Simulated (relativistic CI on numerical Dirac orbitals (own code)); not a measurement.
# Energy levels of Dy51+

These numbers are calculated, not measured: Dirac-Coulomb-Breit CI, KLI orbitals optimised for each configuration, model QED (radiative potential, 1s self-energy scaled to tabulated hydrogen-like ionisation energies), unscaled Slater integrals (own radial code, finite nucleus).

CI space (outside the closed core [Ne]): 3s²3p³, 3s3p⁴, 3s²3p²3d, 3p⁵, 3s3p³3d, 3p⁴3d, 3s3p²3d², 3s²3p3d4p, 3p⁴4s, 3s3p²3d4s, 3s²3p²4s, 3p⁴4p, 3s²3p²4p, 3p³3d4p, 3s²3p²4d, 3s3p³4s, 3s²3p²4f, 3s3p³4p, 3s3p³4d, 3s3p³4f, 3s²3p²5s, 3s²3p²5p, 3s²3p4s4p, 3s²3p²5d, 3s²3p²5f, 3s²3p²5g, 3s3p²4s², 3s3p³5s, 3s²3p3d², 3s²3d³, 3s3p3d³, 3s²3d²4s, 3s²3d²4p, 3s²3d²4d, 3p³3d², 3p²3d³, 3p²3d²4s, 3p²3d²4p, 3p²3d²4d, 3s²3p3d4s, 3s3p3d²4s, 3s²3d4s², 3s²3d4s4p, 3s²3d4s4d, 3s3p²3d4p, 3s3p3d²4p, 3s3p3d4s4p, 3s3p3d4p², 3s3p3d4p4d, 3p³3d4s, 3p²3d4s², 3p²3d4s4p, 3p²3d4s4d, 3s²3p4s², 3s3p3d4s², 3s²4s²4p, 3s²4s²4d, 3s²3p4p², 3s²3d4p², 3s²4s4p², 3s²4p³, 3s²4p²4d, 3s3p²4s4p, 3s3p4s²4p, 3s3p4s4p², 3s3p4s4p4d. Double excitations out of closed p, d and f shells are left out; levels of such configurations are missing from the list, as are those of other unlisted configurations, and high levels can miss mixing partners. These lack a partner that the ground configuration has and come out too high: 3s²3p²4f, 3s3p³4d, 3s3p³4f, 3s²3p²5s, 3s²3p²5p.

The lowest level is 3s²3p³ ²P°3/2, with 47 % of that term; Hund's rules for 3s²3p³ give ⁴S° with J = 3/2, of which the calculation keeps J, while another term leads.

```
No.      Configuration  Term    J   E (eV)   %  Next component (%)
  1             3s²3p³   ²P°  3/2    0.000  47              26 ²D°
  2             3s²3p³   ⁴S°  3/2  193.911  54              44 ²D°
  3          3p²(1S)3d    ²D  3/2  198.328  39               35 ⁴F
  4             3s²3p³   ²D°  5/2  204.464  99       1 3s3p³3d ²D°
  5             3s²3p³   ²P°  1/2  217.871  99      1 3s²3p3d² ²P°
  6          3p²(1S)3d    ²D  5/2  255.901  30               21 ⁴D
  7          3s3p⁴(3P)    ⁴P  5/2  340.079  66               24 ²D
  8          3s3p⁴(3P)    ²P  3/2  366.628  31               26 ²D
  9          3s3p⁴(1S)    ²S  1/2  367.229  53               27 ⁴P
 10          3p²(3P)3d    ⁴F  5/2  390.458  46               46 ²F
 11          3p²(3P)3d    ⁴F  3/2  392.922  33               29 ⁴D
 12          3p²(3P)3d    ⁴D  1/2  392.969  80               15 ²P
 13          3p²(1D)3d    ²G  7/2  401.284  49               27 ²F
 14             3s²3p³   ²P°  3/2  413.369  51              28 ²D°
 15          3p²(3P)3d    ²D  5/2  427.306  34               25 ²F
 16          3p²(1D)3d    ²D  3/2  435.405  26               24 ⁴P
 17          3p²(1D)3d    ²P  1/2  435.489  38               33 ⁴P
 18          3p²(3P)3d    ⁴D  7/2  438.015  47               37 ⁴F
 19          3p²(3P)3d    ²P  3/2  447.086  43               23 ⁴P
 20          3p²(1D)3d    ²G  9/2  449.596  60               39 ⁴F
 21          3p²(3P)3d    ²F  5/2  450.842  34               30 ²D
 22          3p²(1D)3d    ²F  7/2  471.110  56               20 ²G
 23          3p²(1D)3d    ²D  5/2  471.583  41               31 ⁴P
 24          3p²(3P)3d    ²D  3/2  478.753  62               19 ²P
 25          3p²(3P)3d    ²P  1/2  482.046  53               35 ²S
 26  3s3p³(2P°)<3P°>3d   ⁴D°  5/2  533.483  28              22 ⁶D°
 27  3s3p³(4S°)<5S°>3d   ⁶D°  3/2  535.467  26              25 ⁴D°
 28  3s3p³(2P°)<3P°>3d   ⁴P°  1/2  536.981  43              33 ⁶D°
 29  3s3p³(2P°)<3P°>3d   ⁴F°  7/2  541.914  24              22 ⁴D°
 30          3s3p⁴(3P)    ⁴P  3/2  545.980  65               19 ²D
 31  3s3p³(2P°)<1P°>3d   ²D°  3/2  558.249  25              21 ⁴F°
 32          3s3p⁴(1D)    ²D  5/2  560.823  63               21 ⁴P
 33  3s3p³(2P°)<1P°>3d   ²F°  5/2  570.401  28              23 ⁴G°
 34  3s3p³(2P°)<3P°>3d   ⁴D°  1/2  573.893  44              32 ²P°
 35          3s3p⁴(3P)    ²P  1/2  578.922  45               28 ⁴P
 36          3s3p⁴(3P)    ²P  3/2  581.050  42               25 ²D
 37  3s3p³(2P°)<3P°>3d   ⁴F°  9/2  581.798  46              34 ⁶D°
 38            3s3p³3d   ⁴D°  5/2  596.007  31              25 ⁴P°
 39          3p3d²(3F)   ⁴G°  5/2  600.870  45              29 ²F°
 40  3s3p³(2P°)<3P°>3d   ²F°  7/2  604.098  30              29 ⁴D°
 41  3s3p³(2P°)<3P°>3d   ²D°  3/2  604.839  31              26 ²P°
 42  3s3p³(2P°)<1P°>3d   ²F°  7/2  619.285  25              25 ⁴D°
 43          3p²(1D)3d    ²D  5/2  623.659  25               24 ²F
 44          3p²(3P)3d    ²F  7/2  623.953  48               24 ²G
 45  3s3p³(2P°)<3P°>3d   ²P°  1/2  626.058  44              41 ⁴D°
```

Energies count from the lowest computed level; ° marks odd parity. Percentages are summed over parent terms; the parents shown are those of the largest component, closed shells are left out there, and <> holds an intermediate term.

The mean weight of the leading LS term, summed over parents, in these 45 levels is 45 %, and that of the leading jj configuration (from the same eigenvectors) 90 %, so jj coupling describes them better and the LS labels are nominal.

At this charge energies of transitions that change n are usually good to better than 1 %, and those within a shell (Δn = 0) to a few per cent.

LS names give the leading component of a level, which can be under half, so a name can repeat, a term be missing and a line seem to break the LS rules.
